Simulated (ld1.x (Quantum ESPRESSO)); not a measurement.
**What the settings do to the PAW potential of Sr (Z = 38)**

Base potential:

```json
{
  "Element": "Sr",
  "Generator": "ld1.x (Quantum ESPRESSO) 7.5",
  "Type": "PAW",
  "Functional": "PBE",
  "Relativity": "fully relativistic",
  "Frozen core": "[Ar] 3d10 4s2",
  "Valence charge": "8",
  "Reference configuration": "4p6 4d0 5s0 5p0 (charge +2)",
  "Partial waves": "5s (bound, empty): rcut 1.85, rcutus 2.55 bohr; 5s channel at -0.25 Ry: rcut 1.85, rcutus 2.55 bohr; 4p (bound): rcut 2.55, rcutus 2.95 bohr; 5p (bound, empty): rcut 2.55, rcutus 2.95 bohr; 4d (bound, empty): rcut 2.50, rcutus 2.70 bohr; 4d channel at -0.2 Ry: rcut 2.50, rcutus 2.70 bohr; 4f channel at 0.2 Ry: rcut 2.35, rcutus 2.80 bohr; 4f channel at 0.65 Ry: rcut 2.35, rcutus 2.80 bohr",
  "Local potential": "all-electron potential smoothed inside 1.95 bohr (lloc = -1)",
  "Core correction": "Bessel-smoothed model core inside 2.10 bohr",
  "Augmentation charge": "BESSEL, radius 1.45 bohr"
}
```

Open shells are filled in proportion to 2j + 1 (rel_dist='average').

Cutoffs, loose and tight: the cutoffs (Ry, on a coarse ladder) from which the occupation-weighted sum of valence levels, in a spherical-Bessel basis at the reference potential, stays within 10 and 1 mRy of its value at 400 Ry. They do not see the model core or the augmentation charge, which bear on the density cutoff. Test errors are all-electron minus pseudo excitation energies from the reference, over the configurations 4p6 4d0 5s2 5p0; 4p6 4d0 5s1 5p0; 4p6 4d0 5s1.5 5p0; 4p6 4d0 5s0 5p2; 4p6 4d0.5 5s1.5 5p0; 4p6 4d1 5s1 5p0; 4p5 4d0 5s2 5p0. A dash means not determined; rows that change the core or the reference have their own tests.

Cutoffs are not given where the Bessel-basis levels miss the radial ones by over 6 mRy, ghosts where they miss by over 20 mRy; a channel whose overlap is not positive is not tested.

A file whose overlap is not positive is unfit for use, and its test errors describe a broken file.

| change | outcome | cutoff, loose | cutoff, tight | bound ghosts | largest test error (meV) |
| --- | --- | --- | --- | --- | --- |
| base | generated | – | – | not determined | test run stopped at test 1 of 7 (negative rho) |
| scalar-relativistic | generated, overlap not positive | – | – | not determined (overlap not positive) | test run stopped at test 1 of 7 (negative rho) |
| all radii but the core radius scaled by about 1.04 (s 2.64, p 3.06, d 2.80, f 2.90 bohr, rcut 1.92/2.64/2.58/2.44); local potential all-electron potential smoothed inside 2.02 bohr (lloc = -1); augmentation BESSEL, radius 1.50 bohr | generated | – | – | not determined | test run stopped at test 1 of 7 (negative rho) |
| local potential all-electron potential smoothed inside 1.32 bohr (lloc = -1) | generated | – | – | not determined | test run stopped at test 4 of 7 (negative rho), 3 before it not solved |
| type TM; waves now 4p (bound): rc 2.95 bohr; 4d (bound): rc 2.70 bohr; 4f channel at 0.2 Ry: rc 2.80 bohr; 5s (bound): rc 2.55 bohr; local potential the s channel | generated | 15 Ry | 25 Ry | none | -553 |
| waves 5s (bound): rcut 1.85, rcutus 3.48 bohr; 5s channel at -0.25 Ry: rcut 1.85, rcutus 3.48 bohr | generated | – | – | not determined | test run stopped at test 1 of 7 (negative rho) |
| waves 4p (bound): rcut 2.55, rcutus 4.50 bohr; 5p (bound): rcut 2.55, rcutus 4.50 bohr | generated | – | – | not determined | test run stopped at test 1 of 7 (negative rho) |
| core [Ar] 3d10, valence charge 10; reference 4s2 4p6 4d0 5s2 5p0; waves now 4s (bound): rcut 1.75, rcutus 2.10 bohr; 5s (bound): rcut 1.75, rcutus 2.10 bohr; 4p (bound): rcut 2.80, rcutus 2.95 bohr; 5p (bound): rcut 2.80, rcutus 2.95 bohr; 4d (bound): rcut 3.05, rcutus 3.45 bohr; 4d channel at -0.2 Ry: rcut 3.05, rcutus 3.45 bohr; 4f channel at 0.2 Ry: rcut 2.85, rcutus 3.20 bohr; local potential all-electron potential smoothed inside 2.85 bohr (lloc = -1); core correction Bessel-smoothed model core inside 1.75 bohr; augmentation BESSEL, radius 1.85 bohr | generated | – | – | not determined | +55 over the solved tests; 1 of 7 tests not solved or not reliable |
| waves 4f channel at 0.2 Ry: rcut 2.35, rcutus 4.06 bohr; 4f channel at 0.65 Ry: rcut 2.35, rcutus 4.06 bohr | generated | – | – | not determined | test run stopped at test 1 of 7 (negative rho) |
